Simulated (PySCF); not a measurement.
Simulated absorption spectrum

C₃H₈ClPSi₂.
SMILES: `CC#C[SiH2]P[SiH2]Cl`

Level of theory: PySCF, TDDFT CAM-B3LYP/def2-SVPD, vertical, gas phase, core orbitals frozen in the response. Geometry: GFN2-xTB, one conformer, isolated molecule. Torsions of this conformer, `[CH3:1][C:2]#[C:3][SiH2:4][PH:5][SiH2:6][Cl:7]`: C3–Si4–P5–Si6 141°, Si4–P5–Si6–Cl7 76°.

Computed states:

| state | E (eV) | f |
| --- | --- | --- |
| S1 | 5.76 | 0.0063 |
| S2 | 5.95 | 0.0018 |
| S3 | 6.16 | 0.024 |
| S4 | 6.17 | 0.022 |
| S5 | 6.34 | 0.056 |
| S6 | 6.53 | 0.024 |
| S7 | 6.71 | 0.027 |
| S8 | 6.98 | 0.026 |

Each state is given a Gaussian of 0.5 eV full width at half maximum, with ε(max) = 2.175×10⁸ f / Δν̃ (Δν̃ the width in cm⁻¹). The width is an assumption, not a result. The curve ends short of the highest state used, and states not computed would add to its high-energy end.

Problem. What does the envelope look like, and where are its maxima?

Solution. 
E (eV), ε (L mol⁻¹ cm⁻¹) and a bar:
```
     5.01          1 
     5.04          1 
     5.07          2 
     5.10          3 
     5.14          5 
     5.17          7 
     5.20         11 
     5.23         16 
     5.26         22 
     5.29         31 
     5.33         47 
     5.36         62 
     5.39         82 
     5.42        105 #
     5.45        133 #
     5.49        179 #
     5.52        219 #
     5.55        266 #
     5.58        321 ##
     5.61        383 ##
     5.65        480 ##
     5.68        568 ###
     5.71        669 ###
     5.74        789 ####
     5.77        930 #####
     5.80       1095 #####
     5.84       1361 #######
     5.87       1597 ########
     5.90       1866 #########
     5.93       2168 ###########
     5.96       2501 #############
     6.00       2985 ###############
     6.03       3370 #################
     6.06       3764 ###################
     6.09       4156 #####################
     6.12       4535 #######################
     6.15       4889 ########################
     6.19       5303 ###########################
     6.22       5559 ############################
     6.25       5760 #############################
     6.28       5900 ##############################
     6.31       5979 ##############################
     6.35       5991 ##############################
     6.38       5935 ##############################
```

Maxima: 196 nm (6.33 eV), ε about 6000, made up of S3 (15%), S4 (15%), S5 (50%) and S6 (14%) (ε in L mol⁻¹ cm⁻¹; maxima over ε = 5, shares over 10%).

Problem. Coming from long wavelengths, where does ε first pass 100 L mol⁻¹ cm⁻¹?

Solution. At about 229 nm (5.41 eV), 0.34 eV below S1.

Problem. On this curve, what absorbance would a 10⁻³ mol/L sample give at 222 nm over a 1 cm path?

Solution. 222 nm is 5.585 eV, where ε is about 330 L mol⁻¹ cm⁻¹, so A = ε c l ≈ 0.33 (Beer–Lambert, with the gas-phase spectrum and the assumed width).

Problem. What would ε be at 6.33 eV, the highest of these maxima, with half the width (0.25 eV)?

Solution. About 7880 L mol⁻¹ cm⁻¹ against 6000, a factor of about 1.3; a lone state at its own centre would give exactly 2.
